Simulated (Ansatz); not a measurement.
# Molecular dynamics of AlF2HO

The input (input.yaml):

```yaml
crystal:
  periodic: [false, false, false]
  atoms:
    - { symbol: Al, position_ang: [-0.02297, -0.028319, 0.002063] }
    - { symbol: O, position_ang: [-0.025164, -0.123274, 1.69409] }
    - { symbol: H, position_ang: [-0.858037, -0.168147, 2.179557] }
    - { symbol: F, position_ang: [1.412489, 0.049524, -0.791708] }
    - { symbol: F, position_ang: [-1.415817, -0.011184, -0.876904] }
basis:
  gaussian: { orbitals: "6-31G*" }
hamiltonian:
  xc: b3lyp
md:
  timestep: 0.5
  n_steps: 150
  ensemble: nvt_langevin
  temperature: 100.0
  initial_velocities: maxwell_boltzmann
  seed: 675372
  friction: 0.02
```

Command:

```bash
$ ansatz run input.yaml --threads 1 --pin off --max-ram 2048MiB --backend cpu --events-out ev --progress --plain --runs-dir out
```

It starts from a relaxed structure.

Output, in part (one step line in 2, the closing report, with atoms numbered from 0):

```
md step     0: t =     0.00 fs  T =    80.0 K  F+E_penalty+E_count = -14099.10196907 eV  E_kin = 0.051704 eV  (24 SCF iters)
md step     2: t =     1.00 fs  T =    73.6 K  F+E_penalty+E_count = -14099.10069937 eV  E_kin = 0.047545 eV  (23 SCF iters)
md step     4: t =     2.00 fs  T =    58.0 K  F+E_penalty+E_count = -14099.09849351 eV  E_kin = 0.037456 eV  (23 SCF iters)
md step     6: t =     3.00 fs  T =    64.3 K  F+E_penalty+E_count = -14099.09696079 eV  E_kin = 0.041584 eV  (22 SCF iters)
md step     8: t =     4.00 fs  T =    67.0 K  F+E_penalty+E_count = -14099.09399889 eV  E_kin = 0.043320 eV  (23 SCF iters)
md step    10: t =     5.00 fs  T =    59.2 K  F+E_penalty+E_count = -14099.09047711 eV  E_kin = 0.038246 eV  (22 SCF iters)
md step    12: t =     6.00 fs  T =    62.0 K  F+E_penalty+E_count = -14099.08885359 eV  E_kin = 0.040097 eV  (22 SCF iters)
md step    14: t =     7.00 fs  T =    63.0 K  F+E_penalty+E_count = -14099.08728293 eV  E_kin = 0.040723 eV  (21 SCF iters)
md step    16: t =     8.00 fs  T =    60.1 K  F+E_penalty+E_count = -14099.08568791 eV  E_kin = 0.038846 eV  (22 SCF iters)
md step    18: t =     9.00 fs  T =    72.7 K  F+E_penalty+E_count = -14099.08506899 eV  E_kin = 0.047010 eV  (22 SCF iters)
md step    20: t =    10.00 fs  T =    78.7 K  F+E_penalty+E_count = -14099.08511417 eV  E_kin = 0.050832 eV  (22 SCF iters)
md step    22: t =    11.00 fs  T =    70.2 K  F+E_penalty+E_count = -14099.08513263 eV  E_kin = 0.045344 eV  (23 SCF iters)
md step    24: t =    12.00 fs  T =    68.0 K  F+E_penalty+E_count = -14099.08478859 eV  E_kin = 0.043947 eV  (22 SCF iters)
md step    26: t =    13.00 fs  T =    56.9 K  F+E_penalty+E_count = -14099.08419703 eV  E_kin = 0.036773 eV  (21 SCF iters)
md step    28: t =    14.00 fs  T =    50.6 K  F+E_penalty+E_count = -14099.08341542 eV  E_kin = 0.032710 eV  (22 SCF iters)
md step    30: t =    15.00 fs  T =    51.8 K  F+E_penalty+E_count = -14099.08235608 eV  E_kin = 0.033473 eV  (21 SCF iters)
md step    32: t =    16.00 fs  T =    44.7 K  F+E_penalty+E_count = -14099.08104444 eV  E_kin = 0.028888 eV  (21 SCF iters)
md step    34: t =    17.00 fs  T =    47.7 K  F+E_penalty+E_count = -14099.07996585 eV  E_kin = 0.030846 eV  (21 SCF iters)
md step    36: t =    18.00 fs  T =    52.8 K  F+E_penalty+E_count = -14099.07849157 eV  E_kin = 0.034117 eV  (21 SCF iters)
md step    38: t =    19.00 fs  T =    53.6 K  F+E_penalty+E_count = -14099.07674312 eV  E_kin = 0.034613 eV  (21 SCF iters)
md step    40: t =    20.00 fs  T =    53.8 K  F+E_penalty+E_count = -14099.07542905 eV  E_kin = 0.034759 eV  (22 SCF iters)
md step    42: t =    21.00 fs  T =    59.7 K  F+E_penalty+E_count = -14099.07357295 eV  E_kin = 0.038583 eV  (21 SCF iters)
md step    44: t =    22.00 fs  T =    53.3 K  F+E_penalty+E_count = -14099.07136350 eV  E_kin = 0.034441 eV  (24 SCF iters)
md step    46: t =    23.00 fs  T =    50.0 K  F+E_penalty+E_count = -14099.06947410 eV  E_kin = 0.032287 eV  (22 SCF iters)
md step    48: t =    24.00 fs  T =    44.2 K  F+E_penalty+E_count = -14099.06808496 eV  E_kin = 0.028579 eV  (18 SCF iters)
md step    50: t =    25.00 fs  T =    42.0 K  F+E_penalty+E_count = -14099.06639584 eV  E_kin = 0.027132 eV  (19 SCF iters)
md step    52: t =    26.00 fs  T =    49.8 K  F+E_penalty+E_count = -14099.06462940 eV  E_kin = 0.032156 eV  (19 SCF iters)
md step    54: t =    27.00 fs  T =    50.4 K  F+E_penalty+E_count = -14099.06319698 eV  E_kin = 0.032566 eV  (20 SCF iters)
md step    56: t =    28.00 fs  T =    61.2 K  F+E_penalty+E_count = -14099.06164523 eV  E_kin = 0.039542 eV  (19 SCF iters)
md step    58: t =    29.00 fs  T =    59.5 K  F+E_penalty+E_count = -14099.06057559 eV  E_kin = 0.038460 eV  (19 SCF iters)
md step    60: t =    30.00 fs  T =    60.1 K  F+E_penalty+E_count = -14099.06000542 eV  E_kin = 0.038850 eV  (22 SCF iters)
md step    62: t =    31.00 fs  T =    61.4 K  F+E_penalty+E_count = -14099.06016366 eV  E_kin = 0.039655 eV  (23 SCF iters)
md step    64: t =    32.00 fs  T =    59.6 K  F+E_penalty+E_count = -14099.06025287 eV  E_kin = 0.038509 eV  (22 SCF iters)
md step    66: t =    33.00 fs  T =    55.4 K  F+E_penalty+E_count = -14099.05989229 eV  E_kin = 0.035826 eV  (22 SCF iters)
md step    68: t =    34.00 fs  T =    73.5 K  F+E_penalty+E_count = -14099.06011066 eV  E_kin = 0.047504 eV  (25 SCF iters)
md step    70: t =    35.00 fs  T =    82.2 K  F+E_penalty+E_count = -14099.06157218 eV  E_kin = 0.053115 eV  (21 SCF iters)
md step    72: t =    36.00 fs  T =    88.7 K  F+E_penalty+E_count = -14099.06232910 eV  E_kin = 0.057326 eV  (22 SCF iters)
md step    74: t =    37.00 fs  T =    94.1 K  F+E_penalty+E_count = -14099.06257127 eV  E_kin = 0.060849 eV  (23 SCF iters)
md step    76: t =    38.00 fs  T =    89.6 K  F+E_penalty+E_count = -14099.06348113 eV  E_kin = 0.057902 eV  (22 SCF iters)
md step    78: t =    39.00 fs  T =    69.1 K  F+E_penalty+E_count = -14099.06444204 eV  E_kin = 0.044638 eV  (23 SCF iters)
md step    80: t =    40.00 fs  T =    68.0 K  F+E_penalty+E_count = -14099.06432804 eV  E_kin = 0.043917 eV  (22 SCF iters)
md step    82: t =    41.00 fs  T =    73.9 K  F+E_penalty+E_count = -14099.06587333 eV  E_kin = 0.047743 eV  (23 SCF iters)
md step    84: t =    42.00 fs  T =    77.7 K  F+E_penalty+E_count = -14099.06840466 eV  E_kin = 0.050245 eV  (22 SCF iters)
md step    86: t =    43.00 fs  T =    83.2 K  F+E_penalty+E_count = -14099.07108118 eV  E_kin = 0.053782 eV  (23 SCF iters)
md step    88: t =    44.00 fs  T =    84.1 K  F+E_penalty+E_count = -14099.07355893 eV  E_kin = 0.054333 eV  (23 SCF iters)
md step    90: t =    45.00 fs  T =    81.3 K  F+E_penalty+E_count = -14099.07550662 eV  E_kin = 0.052558 eV  (23 SCF iters)
md step    92: t =    46.00 fs  T =    83.0 K  F+E_penalty+E_count = -14099.07695990 eV  E_kin = 0.053638 eV  (23 SCF iters)
md step    94: t =    47.00 fs  T =    78.8 K  F+E_penalty+E_count = -14099.07766335 eV  E_kin = 0.050947 eV  (22 SCF iters)
md step    96: t =    48.00 fs  T =    74.7 K  F+E_penalty+E_count = -14099.07866403 eV  E_kin = 0.048304 eV  (23 SCF iters)
md step    98: t =    49.00 fs  T =    67.1 K  F+E_penalty+E_count = -14099.07918425 eV  E_kin = 0.043350 eV  (23 SCF iters)
md step   100: t =    50.00 fs  T =    63.5 K  F+E_penalty+E_count = -14099.07842154 eV  E_kin = 0.041022 eV  (23 SCF iters)
md step   102: t =    51.00 fs  T =    61.4 K  F+E_penalty+E_count = -14099.07835567 eV  E_kin = 0.039658 eV  (23 SCF iters)
md step   104: t =    52.00 fs  T =    48.5 K  F+E_penalty+E_count = -14099.07962705 eV  E_kin = 0.031335 eV  (22 SCF iters)
md step   106: t =    53.00 fs  T =    69.5 K  F+E_penalty+E_count = -14099.08060031 eV  E_kin = 0.044942 eV  (22 SCF iters)
md step   108: t =    54.00 fs  T =    95.5 K  F+E_penalty+E_count = -14099.07974015 eV  E_kin = 0.061693 eV  (22 SCF iters)
md step   110: t =    55.00 fs  T =   117.4 K  F+E_penalty+E_count = -14099.07794416 eV  E_kin = 0.075900 eV  (22 SCF iters)
md step   112: t =    56.00 fs  T =   132.7 K  F+E_penalty+E_count = -14099.07837905 eV  E_kin = 0.085752 eV  (23 SCF iters)
md step   114: t =    57.00 fs  T =   133.7 K  F+E_penalty+E_count = -14099.08117256 eV  E_kin = 0.086390 eV  (23 SCF iters)
md step   116: t =    58.00 fs  T =   120.2 K  F+E_penalty+E_count = -14099.08205868 eV  E_kin = 0.077657 eV  (23 SCF iters)
md step   118: t =    59.00 fs  T =   105.7 K  F+E_penalty+E_count = -14099.08143747 eV  E_kin = 0.068290 eV  (22 SCF iters)
md step   120: t =    60.00 fs  T =   108.0 K  F+E_penalty+E_count = -14099.08079995 eV  E_kin = 0.069828 eV  (22 SCF iters)
md step   122: t =    61.00 fs  T =   113.0 K  F+E_penalty+E_count = -14099.08017039 eV  E_kin = 0.073036 eV  (21 SCF iters)
md step   124: t =    62.00 fs  T =    87.9 K  F+E_penalty+E_count = -14099.07955315 eV  E_kin = 0.056781 eV  (23 SCF iters)
md step   126: t =    63.00 fs  T =    90.9 K  F+E_penalty+E_count = -14099.07891003 eV  E_kin = 0.058721 eV  (21 SCF iters)
md step   128: t =    64.00 fs  T =    78.4 K  F+E_penalty+E_count = -14099.07867411 eV  E_kin = 0.050643 eV  (22 SCF iters)
md step   130: t =    65.00 fs  T =    78.1 K  F+E_penalty+E_count = -14099.07918285 eV  E_kin = 0.050476 eV  (22 SCF iters)
md step   132: t =    66.00 fs  T =    66.5 K  F+E_penalty+E_count = -14099.08005662 eV  E_kin = 0.042961 eV  (19 SCF iters)
md step   134: t =    67.00 fs  T =    75.2 K  F+E_penalty+E_count = -14099.08072699 eV  E_kin = 0.048578 eV  (19 SCF iters)
md step   136: t =    68.00 fs  T =    82.3 K  F+E_penalty+E_count = -14099.08076630 eV  E_kin = 0.053211 eV  (24 SCF iters)
md step   138: t =    69.00 fs  T =    88.6 K  F+E_penalty+E_count = -14099.07997713 eV  E_kin = 0.057283 eV  (22 SCF iters)
md step   140: t =    70.00 fs  T =    94.8 K  F+E_penalty+E_count = -14099.07895307 eV  E_kin = 0.061268 eV  (22 SCF iters)
md step   142: t =    71.00 fs  T =    74.2 K  F+E_penalty+E_count = -14099.07628819 eV  E_kin = 0.047971 eV  (22 SCF iters)
md step   144: t =    72.00 fs  T =    60.0 K  F+E_penalty+E_count = -14099.07258007 eV  E_kin = 0.038789 eV  (22 SCF iters)
md step   146: t =    73.00 fs  T =    66.4 K  F+E_penalty+E_count = -14099.06897840 eV  E_kin = 0.042945 eV  (22 SCF iters)
md step   148: t =    74.00 fs  T =    68.4 K  F+E_penalty+E_count = -14099.06712628 eV  E_kin = 0.044238 eV  (22 SCF iters)
md step   150: t =    75.00 fs  T =    68.0 K  F+E_penalty+E_count = -14099.06500430 eV  E_kin = 0.043947 eV  (24 SCF iters)
Total energy: -14099.06524166 eV, -518.1310909413 hartree
Atom 0 at    -0.021584     0.027119    -0.054572 Å, force     0.656240    -0.252394    -0.551703 eV/Å
Atom 1 at     0.132389     0.047707     1.626486 Å, force    -0.026046     0.129259     0.074249 eV/Å
Atom 2 at    -0.591146     0.231142     2.232890 Å, force    -0.124475    -0.042449     0.044602 eV/Å
Atom 3 at     1.421251     0.005996    -0.893375 Å, force    -0.761844     0.052248     0.254524 eV/Å
Atom 4 at    -1.449565    -0.099929    -0.881911 Å, force     0.256126     0.113337     0.178329 eV/Å
Dipole moment:    -0.331183     0.126634     0.326187 e Å
```

All steps were run. The mean temperature of the second half is 16 % below the set value. A run of 0.075 ps of so small a system gives no equilibrium averages.

The same pairs are bonded in the first frame and the last. Pairs count as bonded within 1.25 times the sum of covalent radii (0.12 Å more for H–H).

Last frame:

```xyz
5
Properties=species:S:1:pos:R:3
Al -0.022 0.027 -0.055
O 0.132 0.048 1.627
H -0.591 0.231 2.233
F 1.421 0.006 -0.893
F -1.450 -0.100 -0.882
```

Time of the run: 4.5 min on 1 thread of Arm Neoverse V2 (shared host), peak memory 0.11 GiB.
